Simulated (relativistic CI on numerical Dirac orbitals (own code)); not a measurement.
Input to a radial Dirac CI calculation:

```
atom Ce  Z=58  charge=1  electrons=57
nucleus A=140  rms_radius_fm=4.8771
hamiltonian dirac-coulomb  breit=on  qed=on  c_scale=1
orbitals kli  potential=per-configuration
slater_scale 1
correlation none
mixing on
configurations
  [Xe] 4f 5d2
end
```

**Question.** How did the run end?

**Answer.** It stopped: Fail('no pairing with the measured ground level').
